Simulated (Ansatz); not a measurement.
`CCB(F)Cl` + HCl → `FB(Cl)Cl` + `CC` at 298.15 K and 1 bar (ligand exchange at a B–C bond).

Program: Ansatz. Geometries: PBE0-D4/def2-TZVP. ΔE: electronic, gas phase. CCSD(T)/CBS adds triple-zeta CCSD(T) − MP2 to the extrapolated MP2 energy (def2 sets, frozen cores). This one scheme is used for every species. Each species was taken in one conformer, which may not be the lowest.

```
   species  CCSD(T)/CBS energy (Eh)  H − E (kJ/mol)  S (J/(mol·K))
`CCB(F)Cl`               -663.59538           211.7          335.7
       HCl               -460.38127            26.6          186.8
`FB(Cl)Cl`              -1044.28221            37.6          287.3
      `CC`                -79.71954           207.7          227.7
```

H − E and S are ideal-gas, rigid-rotor, harmonic terms from PBE0-D4/def2-TZVP, for one conformer and one mirror image of each species. 1 Eh = 2625.50 kJ/mol, R = 8.31446 J/(mol·K).

Problem. By hand: ΔE, ΔH, ΔS and ΔG.

Solution. ΔE = (-1044.28221) + (-79.71954) − (-663.59538) − (-460.38127) = -0.02510 Eh = -65.9 kJ/mol. Δ(H − E) = 37.6 + 207.7 − 211.7 − 26.6 = 7.0, so ΔH = -58.9 kJ/mol. ΔS = 287.3 + 227.7 − 335.7 − 186.8 = -7.5 J/(mol·K). ΔG = -58.9 − 298.15 × (-7.5)/1000 = -56.7 kJ/mol.

Problem. By hand: the equilibrium constant, and the temperature at which ΔG would vanish if ΔH and ΔS stayed fixed.

Solution. log₁₀ K = −ΔG/(RT ln 10) = 9.9. ΔG = 0 at ΔH/ΔS = 7853 K, far beyond where these terms or the molecules hold.

The number of gas molecules stays the same, so ΔS is small and ΔH decides. A doubt of 5 kJ/mol in ΔE shifts log₁₀ K by 0.9 here. Other conformers and mirror images would add mixing entropy, several J/(mol·K) or more a flexible species. Modes under 60 cm⁻¹, often nearly free rotors, make the harmonic entropy too high. These are equilibria of isolated gas molecules and say nothing of rates. Largest T1 diagnostic: 0.012 (customary marks: 0.02 for closed shells, 0.045 for open ones).
